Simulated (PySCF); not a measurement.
Compound: C5H9OSi (doublet state).
Structure used (GFN2-xTB), in Å, numbered top down from 1:
```
atom  x, y, z in Å
O1    -2.5946    0.5861    0.3015
C2    -1.9232   -0.4807   -0.3336
C3    -0.4666   -0.2679   -0.1674
C4     0.5196   -1.1227   -0.6532
C5     1.8160   -0.7617   -0.4127
C6     2.0406    0.5059    0.3367
Si7    0.2860    1.1874    0.7194
H8    -3.5459    0.4689    0.2115
H9    -2.2275   -1.4463    0.1088
H10   -2.1874   -0.5189   -1.4060
H11    0.2732   -2.0274   -1.1939
H12    2.6555   -1.3541   -0.7437
H13    2.6347    0.3071    1.2305
H14    2.6423    1.1888   -0.2662
H15    0.0173    1.2502    2.1595
H16    0.0525    2.4943    0.0974
```

The hyperfine couplings belong to this conformer and change with its torsions.

The species is `OC[C]1C=CC[SiH2]1` [radical].

Theory: UKS B3LYP, pcH-1 on C H O Si, non-relativistic, mean-field spin-orbit, GIAO in PySCF 2.14.0. Isolated species at its GFN2-xTB geometry (one conformer only). The geometry wasn't refined by DFT: couplings that depend on bond lengths, twists or pyramidal angles can differ widely from those at the functional's own minimum. The SCF solution wasn't tested for stability. ⟨S²⟩ is 0.773 where a pure state has 0.75.

(1) What is the g tensor, term by term?

(2) How much does each term add to the isotropic shift?

(3) What are the electron Larmor frequencies g μB B/h along the three axes at 340 mT?

(4) What effective moment and Curie constant follow for a powder?

(5) In a frozen sample, at which fields do the three g values resonate at 9.5, 34, 94 and 263 GHz (hyperfine left aside), and which band first spreads them over more than twice a line width of 0.3 mT?

Results:

(1) 
| Δg (ppm) | 1 | 2 | 3 |
| --- | --- | --- | --- |
| relativistic mass correction | -135 | -135 | -135 |
| gauge correction | -5 | 25 | 24 |
| orbital Zeeman/spin–orbit | 12 | 521 | 670 |
| total | -128 | 410 | 558 |

So g = 2.00219, 2.00273, 2.00288 and g_iso = 2.00260; the tensor is rhombic: the two nearest values differ by 22 % of g3 − g1. Axes: g2 points within 1° of the C5–C6 bond.

(2) The orbital-Zeeman/spin–orbit term 401, the mass correction -135 and the gauge correction 14 ppm, for a total of 280 ppm. The orbital-Zeeman/spin–orbit term is the largest in size. The mass correction is the same along every axis, so the anisotropy comes from the other two: their spans along these axes are 29 (gauge) and 658 ppm (orbital Zeeman/spin–orbit).

(3) 9.5279, 9.5304, 9.5311 GHz for g1, g2 and g3, a range of 3.3 MHz.

(4) With the mean of g² = 4.0104 and S(S+1) = 0.75: μ_eff = √(⟨g²⟩S(S+1)) = 1.734 μB and χT = 0.12505·⟨g²⟩·S(S+1) = 0.376 cm³ K/mol (cgs; spin-Hamiltonian part alone).

(5) 
```csv
band,GHz,B(g3) mT,B(g2) mT,B(g1) mT,spread mT
X,9.5,338.89,338.91,339.01,0.12
Q,34.0,1212.87,1212.96,1213.28,0.42
W,94.0,3353.22,3353.47,3354.37,1.15
J,263.0,9381.88,9382.57,9385.09,3.21
```

The spread grows in proportion to the frequency. W band is the first where it exceeds 0.6 mT.

The largest Mulliken spin populations are on C3 (+0.65), C5 (+0.59) and C4 (-0.24). The positive populations add up to 1.39 and the negative ones to -0.39, together 2S = 1. The angles at C3 add up to 360.0°, so it is planar.

The HOMO–LUMO gaps are 5.42 eV among the α and 5.38 eV among the β orbitals.
